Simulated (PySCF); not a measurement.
Cl4SW (SMILES [S]=[W]([Cl])([Cl])([Cl])[Cl]), singlet, at a GFN2-xTB geometry (such geometries of metal compounds can be far from the true shape) (core potentials on W). Base run: DF-PBE0/def2-SV(P) run with PySCF.

Input for PySCF:
```python
from pyscf import gto, scf, dft

mol = gto.M(
    atom='''
W     0.051366   -0.022134    0.054436
S     1.498232   -0.645604    1.587779
Cl   -1.460407    0.629305   -1.547694
Cl    0.273092    2.152599    0.491737
Cl    1.197788   -0.923650   -1.631637
Cl   -1.644164   -1.154279    0.956259
''',
    basis='def2-sv(p)',
    ecp={'W': 'def2-sv(p)'},
    charge=0,
    spin=0,
    verbose=4,
)

mf = dft.RKS(mol)
mf.xc = 'pbe0'
mf = mf.density_fit(auxbasis='def2-universal-jkfit')
mf.kernel()
```

The base run was repeated with changes; each row names its change, and settings that it needs were set with it.

```tsv
change	basis functions	E (Eh)	HOMO (eV)	HOMO-LUMO gap (eV)	dipole (D)	outcome
base	115	-2304.79652	-8.54	4.20	0.94	converged
basis = x2c-SVPall; relativity = spin-free X2C; nucleus = Gaussian (with nucmod='G'; without ecp={'W': 'def2-sv(p)'}; without mf = mf.density_fit(auxbasis='def2-universal-jkfit'))	156	-18387.09709	-8.49	4.12	0.92	converged
basis = x2c-SVPall; relativity = none (without ecp={'W': 'def2-sv(p)'}; without mf = mf.density_fit(auxbasis='def2-universal-jkfit'))	156	-15890.59855	-7.24	1.33	1.88	converged
basis = ANO-RCC-VDZP; relativity = spin-free X2C; nucleus = Gaussian (with nucmod='G'; without ecp={'W': 'def2-sv(p)'}; without mf = mf.density_fit(auxbasis='def2-universal-jkfit'))	158	-18388.24992	-8.46	4.09	1.19	converged
basis = jorge-DZP-DKH; relativity = spin-free X2C (without ecp={'W': 'def2-sv(p)'}; without mf = mf.density_fit(auxbasis='def2-universal-jkfit'))	180	-18376.18883	-8.42	4.47	0.60	converged
basis = jorge-DZP-DKH; relativity = none (without ecp={'W': 'def2-sv(p)'}; without mf = mf.density_fit(auxbasis='def2-universal-jkfit'))	180	-17226.57847	-8.81	3.78	1.71	converged
basis = ANO-RCC-VDZP; relativity = none (without ecp={'W': 'def2-sv(p)'}; without mf = mf.density_fit(auxbasis='def2-universal-jkfit'))	-	-	-	-	-	cut at the time limit
basis = ANO-RCC-VDZP; relativity = spin-free X2C (without ecp={'W': 'def2-sv(p)'}; without mf = mf.density_fit(auxbasis='def2-universal-jkfit'))	158	-18390.54500	-8.46	4.09	1.19	converged
basis = jorge-DZP-DKH; relativity = spin-free X2C; nucleus = Gaussian (with nucmod='G'; without ecp={'W': 'def2-sv(p)'}; without mf = mf.density_fit(auxbasis='def2-universal-jkfit'))	180	-18374.52086	-8.42	4.47	0.60	converged
basis = x2c-SVPall; relativity = spin-free X2C (without ecp={'W': 'def2-sv(p)'}; without mf = mf.density_fit(auxbasis='def2-universal-jkfit'))	156	-18388.98587	-8.49	4.12	0.91	converged
```

Totals shift with the method and basis; they matter in differences.

Basis sets contracted for a relativistic Hamiltonian are a mismatch without it, so the rows without relativity aren't non-relativistic limits. No row has spin-orbit coupling; sets with core potentials leave out the core electrons.
